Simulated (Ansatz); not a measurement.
Basis-set series for `O=C[SiH2][SiH](O)Cl`. Charge 0, multiplicity 1. The structure was optimised at the PBE0-D4/def2-TZVP level. It is one conformer, not always the lowest.

```
functional       basis  functions  energy (Eh)  HOMO (eV)  LUMO (eV)
   PBE0-D4    def2-SVP        121  -1229.74426      -6.97      -1.64
   PBE0-D4  def2-QZVPP        531  -1230.38789      -7.15      -1.91
   ωB97M-V    def2-SVP        121  -1230.20821      -9.20       0.63
   ωB97M-V  def2-QZVPP        531  -1230.85469      -9.40       0.22
```

Give the rows for def2-TZVPP. (An estimate is asked.)

Computed: 
```csv
functional,basis,functions,energy (Eh),HOMO (eV),LUMO (eV)
PBE0-D4,def2-TZVPP,289,-1230.34394,-7.11,-1.86
ωB97M-V,def2-TZVPP,289,-1230.81307,-9.36,0.31
```

Positive LUMOs are unbound and depend on the basis.
